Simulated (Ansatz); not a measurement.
Ansatz (a program for electronic structure) input (B3LYP-D3(BJ)/def2-TZVP):

Ansatz 0.2 input:
```yaml
crystal:
  periodic: [false, false, false]
  atoms:
    - {symbol: Si, position_ang: [0.07258649, -0.41862332, 0.20538925]}
    - {symbol: O, position_ang: [-0.18230483, 1.05176462, -0.29647378]}
    - {symbol: H, position_ang: [-0.94504931, -1.47873300, -0.25148890]}
    - {symbol: H, position_ang: [1.38727705, -1.07465746, -0.25217031]}
basis:
  gaussian:
    orbitals: def2-TZVP
hamiltonian:
  xc: b3lyp
  dispersion: d3bj
total_charge: -1
magnetization: {spin_polarized: true, initial_magnetization: 1}
phonons: {temperatures: {t_min: 298.15, t_max: 298.15, t_step: 100}}
```

Output:

```
Functional definition: B3LYP
integrals: 0.01 GiB planned
500 factors; their error is unknown
mean field: 0.22 GiB planned
mean field evaluation 1: about -9958.8647 eV, gradient 7.3e0 eV
mean field evaluation 2: about -9959.0578 eV, gradient 6.0e0 eV
mean field evaluation 4: about -9959.2344 eV, gradient 7.8e-1 eV
mean field evaluation 8: about -9959.2658 eV, gradient 9.4e-2 eV
mean field evaluation 16: about -9959.2658 eV, gradient 2.2e-5 eV
mean field -9959.26584971 eV, -365.9962693439 hartree, gradient 2.2e-5 eV, S^2 0.754048; 0 other end points of the search recorded, 0 dependent functions left out
the calculation of the forces begins
reference -9959.26605190 eV, -365.9962767742 hartree; 13, 12 occupied and 67, 68 virtual orbitals, 500 factors
these checks for a lower state are left out or cut short: stability, starts, cluster_reference, orbital_swaps, neighbouring_geometries, increment
integrals: 0.01 GiB planned
500 factors; their error is unknown
mean field: 0.22 GiB planned
mean field -9959.26571912 eV, -365.9962645449 hartree, gradient 1.1e-6 eV, S^2 0.754078; 0 other end points of the search recorded, 0 dependent functions left out
the calculation of the forces begins
reference -9959.26592120 eV, -365.9962719711 hartree; 13, 12 occupied and 67, 68 virtual orbitals, 500 factors
these checks for a lower state are left out or cut short: stability, starts, cluster_reference, orbital_swaps, neighbouring_geometries, increment
integrals: 0.01 GiB planned
500 factors; their error is unknown
mean field: 0.22 GiB planned
mean field -9959.26570033 eV, -365.9962638545 hartree, gradient 1.9e-6 eV, S^2 0.754018; 0 other end points of the search recorded, 0 dependent functions left out
the calculation of the forces begins
reference -9959.26590263 eV, -365.9962712889 hartree; 13, 12 occupied and 67, 68 virtual orbitals, 500 factors
these checks for a lower state are left out or cut short: stability, starts, cluster_reference, orbital_swaps, neighbouring_geometries, increment
integrals: 0.01 GiB planned
500 factors; their error is unknown
mean field: 0.22 GiB planned
mean field evaluation 32: about -9959.2372 eV, gradient 1.0e-1 eV
mean field -9959.26579660 eV, -365.9962673923 hartree, gradient 8.3e-7 eV, S^2 0.754063; 0 other end points of the search recorded, 0 dependent functions left out
the calculation of the forces begins
reference -9959.26599878 eV, -365.9962748221 hartree; 13, 12 occupied and 67, 68 virtual orbitals, 500 factors
these checks for a lower state are left out or cut short: stability, starts, cluster_reference, orbital_swaps, neighbouring_geometries, increment
integrals: 0.01 GiB planned
500 factors; their error is unknown
mean field: 0.22 GiB planned
mean field -9959.26580174 eV, -365.9962675810 hartree, gradient 9.1e-7 eV, S^2 0.754033; 0 other end points of the search recorded, 0 dependent functions left out
the calculation of the forces begins
reference -9959.26600394 eV, -365.9962750119 hartree; 13, 12 occupied and 67, 68 virtual orbitals, 500 factors
these checks for a lower state are left out or cut short: stability, starts, cluster_reference, orbital_swaps, neighbouring_geometries, increment
integrals: 0.01 GiB planned
500 factors; their error is unknown
mean field: 0.22 GiB planned
mean field -9959.26571685 eV, -365.9962644616 hartree, gradient 1.1e-6 eV, S^2 0.754026; 0 other end points of the search recorded, 0 dependent functions left out
the calculation of the forces begins
reference -9959.26591906 eV, -365.9962718926 hartree; 13, 12 occupied and 67, 68 virtual orbitals, 500 factors
these checks for a lower state are left out or cut short: stability, starts, cluster_reference, orbital_swaps, neighbouring_geometries, increment
integrals: 0.01 GiB planned
500 factors; their error is unknown
mean field: 0.22 GiB planned
mean field -9959.26574645 eV, -365.9962655492 hartree, gradient 2.6e-6 eV, S^2 0.754070; 0 other end points of the search recorded, 0 dependent functions left out
the calculation of the forces begins
reference -9959.26594862 eV, -365.9962729789 hartree; 13, 12 occupied and 67, 68 virtual orbitals, 500 factors
these checks for a lower state are left out or cut short: stability, starts, cluster_reference, orbital_swaps, neighbouring_geometries, increment
integrals: 0.01 GiB planned
500 factors; their error is unknown
mean field: 0.22 GiB planned
mean field -9959.26583813 eV, -365.9962689185 hartree, gradient 1.9e-6 eV, S^2 0.754038; 0 other end points of the search recorded, 0 dependent functions left out
the calculation of the forces begins
reference -9959.26604034 eV, -365.9962763495 hartree; 13, 12 occupied and 67, 68 virtual orbitals, 500 factors
these checks for a lower state are left out or cut short: stability, starts, cluster_reference, orbital_swaps, neighbouring_geometries, increment
integrals: 0.01 GiB planned
500 factors; their error is unknown
mean field: 0.22 GiB planned
mean field evaluation 64: about -9959.2372 eV, gradient 9.3e-2 eV
mean field -9959.26583896 eV, -365.9962689491 hartree, gradient 1.7e-6 eV, S^2 0.754058; 0 other end points of the search recorded, 0 dependent functions left out
the calculation of the forces begins
reference -9959.26604113 eV, -365.9962763787 hartree; 13, 12 occupied and 67, 68 virtual orbitals, 500 factors
these checks for a lower state are left out or cut short: stability, starts, cluster_reference, orbital_swaps, neighbouring_geometries, increment
integrals: 0.01 GiB planned
500 factors; their error is unknown
mean field: 0.22 GiB planned
mean field -9959.26582746 eV, -365.9962685263 hartree, gradient 9.6e-7 eV, S^2 0.754048; 0 other end points of the search recorded, 0 dependent functions left out
the calculation of the forces begins
reference -9959.26602963 eV, -365.9962759559 hartree; 13, 12 occupied and 67, 68 virtual orbitals, 500 factors
these checks for a lower state are left out or cut short: stability, starts, cluster_reference, orbital_swaps, neighbouring_geometries, increment
integrals: 0.01 GiB planned
500 factors; their error is unknown
mean field: 0.22 GiB planned
mean field -9959.26582887 eV, -365.9962685780 hartree, gradient 2.5e-6 eV, S^2 0.754048; 0 other end points of the search recorded, 0 dependent functions left out
the calculation of the forces begins
reference -9959.26603107 eV, -365.9962760090 hartree; 13, 12 occupied and 67, 68 virtual orbitals, 500 factors
these checks for a lower state are left out or cut short: stability, starts, cluster_reference, orbital_swaps, neighbouring_geometries, increment
integrals: 0.01 GiB planned
500 factors; their error is unknown
mean field: 0.22 GiB planned
mean field -9959.26582504 eV, -365.9962684375 hartree, gradient 2.4e-6 eV, S^2 0.754052; 0 other end points of the search recorded, 0 dependent functions left out
the calculation of the forces begins
reference -9959.26602718 eV, -365.9962758659 hartree; 13, 12 occupied and 67, 68 virtual orbitals, 500 factors
these checks for a lower state are left out or cut short: stability, starts, cluster_reference, orbital_swaps, neighbouring_geometries, increment
integrals: 0.01 GiB planned
500 factors; their error is unknown
mean field: 0.22 GiB planned
mean field -9959.26583080 eV, -365.9962686490 hartree, gradient 1.7e-6 eV, S^2 0.754044; 0 other end points of the search recorded, 0 dependent functions left out
the calculation of the forces begins
reference -9959.26603304 eV, -365.9962760813 hartree; 13, 12 occupied and 67, 68 virtual orbitals, 500 factors
these checks for a lower state are left out or cut short: stability, starts, cluster_reference, orbital_swaps, neighbouring_geometries, increment
integrals: 0.01 GiB planned
500 factors; their error is unknown
mean field: 0.22 GiB planned
mean field evaluation 96: about -9959.2658 eV, gradient 7.6e-6 eV
mean field -9959.26584569 eV, -365.9962691963 hartree, gradient 1.1e-6 eV, S^2 0.754044; 0 other end points of the search recorded, 0 dependent functions left out
the calculation of the forces begins
reference -9959.26604788 eV, -365.9962766265 hartree; 13, 12 occupied and 67, 68 virtual orbitals, 500 factors
these checks for a lower state are left out or cut short: stability, starts, cluster_reference, orbital_swaps, neighbouring_geometries, increment
integrals: 0.01 GiB planned
500 factors; their error is unknown
mean field: 0.22 GiB planned
mean field -9959.26584135 eV, -365.9962690366 hartree, gradient 1.1e-6 eV, S^2 0.754052; 0 other end points of the search recorded, 0 dependent functions left out
the calculation of the forces begins
reference -9959.26604354 eV, -365.9962764671 hartree; 13, 12 occupied and 67, 68 virtual orbitals, 500 factors
Total energy: -9959.35121932 eV, -365.9994066192 hartree
Atom 0 at     0.072586    -0.418623     0.205389 Å, force    -0.000045     0.000257     0.000241 eV/Å
Atom 1 at    -0.182305     1.051765    -0.296474 Å, force    -0.000009     0.000052    -0.000039 eV/Å
Atom 2 at    -0.945049    -1.478733    -0.251489 Å, force    -0.000137    -0.000183    -0.000101 eV/Å
Atom 3 at     1.387277    -1.074657    -0.252170 Å, force     0.000191    -0.000126    -0.000101 eV/Å
Dipole moment:     0.040685    -0.234701     0.079669 e Å
Vibrations: 703.15 741.80 945.29 1050.24 1869.83 1877.78 cm⁻¹, zero-point energy 0.445605 eV
```
